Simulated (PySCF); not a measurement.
Compound: [1.1.1]propellane, C5H6.
SMILES: `C1C23CC12C3`

The closed-shell ground state was solved at several levels (PySCF, density fitting, gas phase, non-relativistic). Isolated species at its GFN2-xTB geometry, gas phase. The dipole stays under 0.02 D at every level.

| level | basis functions | HOMO (eV) | LUMO (eV) | gap (eV) |
| --- | --- | --- | --- | --- |
| B3LYP/def2-SVPD | 148 | -7.38 | -0.17 | 7.21 |
| B3LYP/pcJ-1 | 195 | -7.33 | -0.04 | 7.29 |

Question: Estimate the row for PBE0/pcSseg-1, a basis of 115 functions; the other rows only guide the guess.

Answer: HOMO -7.60 eV, LUMO 0.18 eV, gap 7.78 eV.

Question: Over all these levels, which gives the widest orbital gap and which the narrowest?

Answer: PBE0/pcSseg-1 (global hybrid, 25 % exact exchange) has the widest, 7.78 eV, and B3LYP/def2-SVPD (global hybrid, 20 % exact exchange) the narrowest, 7.21 eV. Functional and basis both differ between the two, so the spread mixes both effects.

***

C6H6FP.
InChI=1S/C6H6FP/c1-5-2-3-6(7)8-4-5/h2-4H,1H3

The closed-shell ground state was solved at several levels (PySCF, density fitting, gas phase, non-relativistic). Geometry: PBE0-D3(BJ)/def2-SVP; no solvent, vibrations or thermal averaging.

```
         level  basis functions  total energy (Eh)  HOMO (eV)  LUMO (eV)  gap (eV)  dipole (D)
 PBE0/pcSseg-1              173          -672.8758      -7.04      -1.65      5.39        3.05
PBE0/def2-SVPD              215          -672.5982      -7.03      -1.65      5.38        3.02
```

(1) What might HF/pcSseg-1 (173 basis functions) give for the same quantities?

(2) How far do the dipole and the HOMO energy spread over the levels?

Results:

(1) Total energy -670.7764 Eh, HOMO -8.85 eV, LUMO 1.56 eV, gap 10.41 eV, dipole 3.44 D.

(2) The dipole runs from 3.02 to 3.44 D (mean 3.17 D) and the HOMO from -8.85 to -7.03 eV.
